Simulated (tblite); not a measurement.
Species: C5H11AsO.
SMILES with atom numbers: `[CH3:1][AsH:2][C@@H:3]([CH3:4])[C:5]([CH3:6])=[O:7]` (hydrogens: H8, H9, H10 on C1; H11 on As2; H12 on C3; H13, H14, H15 on C4; H16, H17, H18 on C6)

Computed with GFN2-xTB (tblite), gas phase: L-BFGS steps from a force-field or distance-geometry start until the largest atomic force falls under 0.01 eV/Å.

Step 58: E = -618.4793 eV
```
atom  x, y, z in Å  |  force x, y, z in eV/Å
C1      2.1754    0.2542    1.1035   -0.009  -0.021  -0.020
As2     1.6305   -0.9673   -0.3538   -0.060  -0.027   0.105
C3     -0.1483   -0.0994   -0.7193   -0.002  -0.002  -0.035
C4     -0.8367   -0.7691   -1.9114    0.029  -0.002   0.005
C5     -0.9010   -0.3400    0.5506    0.024  -0.008   0.020
C6     -1.6388    0.8251    1.1556   -0.043   0.011   0.022
O7     -0.8875   -1.4328    1.0729    0.005   0.005  -0.015
H8      1.9481    1.2979    0.8813   -0.009  -0.055  -0.025
H9      1.6481   -0.0383    2.0130    0.009   0.020  -0.039
H10     3.2445    0.1639    1.2967   -0.015  -0.016  -0.041
H11     2.3132   -0.1794   -1.4495    0.039   0.053  -0.010
H12    -0.0287    0.9712   -0.9135   -0.007   0.009  -0.024
H13    -0.1450   -0.8373   -2.7554   -0.045   0.047   0.035
H14    -1.1478   -1.7813   -1.6479    0.040   0.064   0.026
H15    -1.7142   -0.1970   -2.2208    0.043  -0.070   0.024
H16    -1.7449    0.6912    2.2307   -0.029  -0.018  -0.045
H17    -1.1411    1.7674    0.9427    0.021  -0.001   0.010
H18    -2.6347    0.8576    0.7128    0.008   0.011   0.007
```

Step 59: E = -618.4809 eV
```
atom  x, y, z in Å  |  force x, y, z in eV/Å
C1      2.1789    0.2525    1.1030   -0.008  -0.035  -0.031
As2     1.6331   -0.9656   -0.3561   -0.050  -0.045   0.107
C3     -0.1461   -0.1006   -0.7181   -0.033  -0.009   0.004
C4     -0.8399   -0.7711   -1.9063    0.047   0.014  -0.005
C5     -0.9002   -0.3410    0.5521    0.023  -0.013   0.046
C6     -1.6411    0.8258    1.1511   -0.031  -0.007   0.005
O7     -0.8853   -1.4322    1.0787    0.015   0.045  -0.050
H8      1.9498    1.2954    0.8830   -0.017  -0.033  -0.022
H9      1.6531   -0.0446    2.0109   -0.002   0.024  -0.013
H10     3.2481    0.1642    1.2955   -0.005  -0.021  -0.042
H11     2.3107   -0.1707   -1.4475    0.052   0.054  -0.032
H12    -0.0278    0.9703   -0.9150   -0.015  -0.011  -0.012
H13    -0.1530   -0.8275   -2.7544   -0.041   0.030   0.015
H14    -1.1411   -1.7878   -1.6463    0.035   0.094   0.022
H15    -1.7215   -0.1998   -2.2064    0.034  -0.094   0.024
H16    -1.7643    0.6888    2.2237   -0.015  -0.009  -0.037
H17    -1.1320    1.7636    0.9452    0.007   0.005   0.028
H18    -2.6304    0.8665    0.6951    0.006   0.012  -0.006
```

Step 60: E = -618.4828 eV
```
atom  x, y, z in Å  |  force x, y, z in eV/Å
C1      2.1845    0.2493    1.1029   -0.008  -0.039  -0.033
As2     1.6358   -0.9646   -0.3567   -0.022  -0.044   0.059
C3     -0.1442   -0.1027   -0.7165   -0.049  -0.006   0.052
C4     -0.8435   -0.7738   -1.9001    0.056   0.031  -0.010
C5     -0.8992   -0.3425    0.5542    0.004   0.016   0.048
C6     -1.6446    0.8268    1.1449   -0.023  -0.018  -0.009
O7     -0.8824   -1.4315    1.0851    0.023   0.056  -0.060
H8      1.9527    1.2909    0.8837   -0.025   0.000  -0.019
H9      1.6613   -0.0505    2.0102   -0.018   0.022   0.017
H10     3.2538    0.1641    1.2940    0.004  -0.029  -0.048
H11     2.3088   -0.1588   -1.4451    0.048   0.027  -0.025
H12    -0.0279    0.9685   -0.9173   -0.018  -0.031   0.004
H13    -0.1654   -0.8112   -2.7550   -0.025   0.011  -0.014
H14    -1.1294   -1.7967   -1.6471    0.029   0.109   0.025
H15    -1.7328   -0.2069   -2.1840    0.012  -0.108   0.012
H16    -1.7915    0.6860    2.2139    0.003  -0.002  -0.034
H17    -1.1198    1.7591    0.9504   -0.015  -0.001   0.051
H18    -2.6251    0.8808    0.6708    0.024   0.007  -0.016
```

**Question.** Estimate the geometry and energy of step 61. (The exact step hangs on the optimiser's Hessian estimate; all steps are aligned on step 60, rigid shifts and turns removed.)

**Answer.** E = -618.4846 eV, largest force 0.105 eV/Å
```
atom  x, y, z in Å  |  force x, y, z in eV/Å
C1      2.1891    0.2472    1.1034   -0.012  -0.027  -0.019
As2     1.6345   -0.9655   -0.3520    0.005  -0.034  -0.013
C3     -0.1451   -0.1039   -0.7159   -0.031   0.000   0.077
C4     -0.8453   -0.7756   -1.8973    0.050   0.039  -0.010
C5     -0.9000   -0.3430    0.5550   -0.013   0.016   0.037
C6     -1.6475    0.8276    1.1407   -0.002  -0.020  -0.018
O7     -0.8815   -1.4312    1.0875    0.022   0.070  -0.056
H8      1.9574    1.2877    0.8820   -0.026   0.022  -0.017
H9      1.6694   -0.0490    2.0130   -0.030   0.015   0.037
H10     3.2587    0.1619    1.2915    0.011  -0.032  -0.052
H11     2.3091   -0.1542   -1.4399    0.033  -0.009  -0.006
H12    -0.0307    0.9668   -0.9213   -0.015  -0.035   0.023
H13    -0.1762   -0.7923   -2.7589   -0.007  -0.003  -0.032
H14    -1.1146   -1.8045   -1.6525    0.026   0.097   0.031
H15    -1.7442   -0.2175   -2.1650   -0.014  -0.102  -0.005
H16    -1.8097    0.6836    2.2061    0.010  -0.003   0.000
H17    -1.1112    1.7554    0.9560   -0.023   0.004   0.059
H18    -2.6213    0.8929    0.6559    0.016   0.002  -0.038
```

The energy changes by -0.0018 eV. The first-order estimate −F·Δx gives -0.0024 eV and the mean of the old and new forces, exact on a quadratic surface, -0.0018 eV. The step makes an angle of 80° with the force vector and moves no atom by more than 0.025 Å.

The cost below is that of the whole relaxation. The run took 0.65 s wall on Arm Neoverse V2, one thread, on a shared host.
